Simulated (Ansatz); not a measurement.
N-butylpyridinium, `CCCC[n+]1ccccc1`, relaxed as a singlet with RKS PBE-D4/def2-SVP in Ansatz, starting from the GFN2-xTB geometry. Force threshold 0.03 eV/Å.

Start:

Cartesian coordinates in Å:
```
C -3.700 -0.656 -0.255
C -2.346 -1.346 -0.151
C -1.215 -0.321 -0.083
C 0.148 -1.019 0.014
N 1.225 -0.049 0.084
C 1.781 0.410 -1.043
C 2.780 1.361 -1.011
C 3.210 1.854 0.213
C 2.608 1.378 1.371
C 1.615 0.426 1.273
H -3.875 -0.020 0.609
H -4.493 -1.396 -0.302
H -3.751 -0.044 -1.152
H -2.324 -1.974 0.742
H -2.200 -1.993 -1.017
H -1.362 0.324 0.787
H -1.242 0.309 -0.975
H 0.175 -1.646 0.907
H 0.296 -1.654 -0.861
H 1.422 -0.003 -1.974
H 3.216 1.707 -1.935
H 3.999 2.589 0.264
H 2.909 1.737 2.342
H 1.126 0.026 2.150
```

```
step  energy (eV)  largest force component (eV/Å)  SCF passes
   1  -11023.2657                           0.867          23
   2  -11023.4291                           0.606          21
   3  -11023.4483                           0.148          22
   4  -11023.4494                           0.062          22
   5  -11023.4496                           0.022          22
```

Force components are those of the run's own axes.

End:

```xyz
24

C    -3.752   -0.670   -0.258
C    -2.383   -1.344   -0.156
C    -1.232   -0.333   -0.084
C     0.130   -1.025    0.015
N     1.250   -0.048    0.087
C     1.816    0.411   -1.061
C     2.819    1.376   -1.025
C     3.244    1.880    0.215
C     2.646    1.395    1.389
C     1.647    0.429    1.297
H    -3.952   -0.022    0.619
H    -4.561   -1.424   -0.307
H    -3.827   -0.039   -1.167
H    -2.350   -2.000    0.742
H    -2.226   -2.016   -1.029
H    -1.368    0.336    0.794
H    -1.245    0.323   -0.983
H     0.194   -1.663    0.918
H     0.319   -1.673   -0.863
H     1.440   -0.024   -1.998
H     3.262    1.724   -1.969
H     4.038    2.640    0.266
H     2.951    1.757    2.381
H     1.141    0.008    2.178
```

By distances, no bond broke or formed. The bond that changes most is C4–N5, from 1.45 to 1.49 Å (atoms count from 1).

No frequencies were taken in this run, so the end may be a saddle point.

Run time 15 s (4 threads of Arm Neoverse V1 on a shared host).
